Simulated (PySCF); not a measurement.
Vertical excitations of a molecule CH8GeOSi from TDA-CAM-B3LYP/def2-SVPD (PySCF), as energy in eV (oscillator strength): 6.98 (0.000), 7.34 (0.005), 7.85 (0.041), 8.03 (0.061), 8.15 (0.064), 8.20 (0.002), 8.31 (0.045), 8.34 (0.151), 8.55 (0.003), 8.85 (0.052). Lowest triplet (TDA): 6.58 eV. Geometry optimised at TPSSh-D3(BJ)/def2-SVP. The values are those of a single conformer.

Q: Pick the molecule that these values belong to.
(A) C[SiH2][O][GeH3]
(B) C[Si@@H](O)[GeH3]
(C) OC[SiH2][GeH3]
(D) C[SiH2][GeH2][OH]

A: A, C[SiH2][O][GeH3]
